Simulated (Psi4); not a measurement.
Calculation: SAPT0/jun-cc-pVDZ, frozen core (Psi4).

Psi4 input:

```
molecule {
0 1
O 0.75999714 -0.60327794 -0.08734579
C -0.39187401 0.08741715 -0.13213772
O -0.63655036 1.06345043 0.51564915
H 1.34178097 -0.16679814 0.55737856
H -1.07335374 -0.38079150 -0.85354419
--
0 1
O 1.27258459 3.18376285 0.70794708
S 1.01087657 2.16315053 1.68745641
O 1.83350071 0.98300883 1.69762749
units angstrom
symmetry c1
no_reorient
no_com
}
set basis jun-cc-pvdz
set scf_type df
set freeze_core true
energy('sapt0')
```

Part of the output:

```
    SAPT Results
  --------------------------------------------------------------------------------------------------------
    Electrostatics                -57.85691290 [mEh]     -36.30576097 [kcal/mol]    -151.90330389 [kJ/mol]
      Elst10,r                    -57.85691290 [mEh]     -36.30576097 [kcal/mol]    -151.90330389 [kJ/mol]

    Exchange                       94.55322608 [mEh]      59.33304514 [kcal/mol]     248.24946088 [kJ/mol]
      Exch10                       94.55322608 [mEh]      59.33304514 [kcal/mol]     248.24946088 [kJ/mol]
      Exch10(S^2)                  91.26942613 [mEh]      57.27242956 [kcal/mol]     239.62784528 [kJ/mol]

    Induction                     -32.02467089 [mEh]     -20.09578438 [kcal/mol]     -84.08076184 [kJ/mol]
      Ind20,r                     -74.26775002 [mEh]     -46.60371674 [kcal/mol]    -194.98995082 [kJ/mol]
      Exch-Ind20,r                 55.40713649 [mEh]      34.76850306 [kcal/mol]     145.47141682 [kJ/mol]
      delta HF,r (2)              -13.16405736 [mEh]      -8.26057071 [kcal/mol]     -34.56222783 [kJ/mol]

    Dispersion                    -13.99476994 [mEh]      -8.78185072 [kcal/mol]     -36.74326341 [kJ/mol]
      Disp20                      -18.59712967 [mEh]     -11.66987505 [kcal/mol]     -48.82675721 [kJ/mol]
      Exch-Disp20                   4.60235973 [mEh]       2.88802433 [kcal/mol]      12.08349381 [kJ/mol]
      Disp20 (SS)                  -9.29856483 [mEh]      -5.83493753 [kcal/mol]     -24.41337861 [kJ/mol]
      Disp20 (OS)                  -9.29856483 [mEh]      -5.83493753 [kcal/mol]     -24.41337861 [kJ/mol]
      Exch-Disp20 (SS)              2.32476648 [mEh]       1.45881299 [kcal/mol]       6.10367354 [kJ/mol]
      Exch-Disp20 (OS)              2.27759325 [mEh]       1.42921134 [kcal/mol]       5.97982026 [kJ/mol]

  Total HF                          4.67164229 [mEh]       2.93149980 [kcal/mol]      12.26539515 [kJ/mol]
  Total SAPT0                      -9.32312764 [mEh]      -5.85035092 [kcal/mol]     -24.47786826 [kJ/mol]
```
